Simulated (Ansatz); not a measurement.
Isolated molecules relaxed with PBE0-D4/def2-TZVP in Ansatz; ΔE leaves out vibrations. CCSD(T)/CBS is the MP2 limit (def2-TZVPP, def2-QZVPP) plus CCSD(T) − MP2 in def2-TZVPP, frozen cores. This one scheme is used for every species. DFT in def2-TZVPP. B3LYP here is the variant with VWN-RPA as its local correlation; programs differ in this. Each species was taken in one conformer, which may not be the lowest.

Reaction (silylene loss): `CB(C)N[SiH3]` → `CB(C)N` + `[SiH2]`

| level | ΔE (kJ/mol) | difference from CCSD(T)/CBS |
| --- | --- | --- |
| B3LYP-D4 | 269.6 | -5.7 |
| r2SCAN0-D4 | 294.9 | 19.6 |
| B2PLYP | 268.7 | -6.6 |
| PBE-QIDH | 289.5 | 14.2 |
| B3LYP | 254.0 | -21.3 |
| r2SCANh | 290.1 | 14.8 |
| r2SCAN0 | 291.6 | 16.3 |
| BHLYP | 269.9 | -5.4 |
| MP2/def2-QZVPP | 294.5 | 19.2 |
| CCSD/CBS(def2) | 271.4 | -3.9 |
| CCSD(T)/CBS | 275.3 | 0 |

Largest T1 diagnostic among the species: 0.014.

The D4 term adds +15.7 kJ/mol with B3LYP and +8.6 kJ/mol with PBE0; it sums over pairs of atoms, weighted by their polarisabilities, and B3LYP, whose exchange is more repulsive, gets the larger term. From BLYP to BHLYP (50 % exact exchange), in def2-TZVPP and without D4, ΔE moves by +32.0 kJ/mol. Leaving LDA and LC-ωPBE aside and taking each functional with its dispersion term where it has one, the values, not all of them listed here, spread over 36.5 kJ/mol, from BLYP-D4 to r2SCAN0-D4. LDA lies +36.5 kJ/mol from PBE without D4.
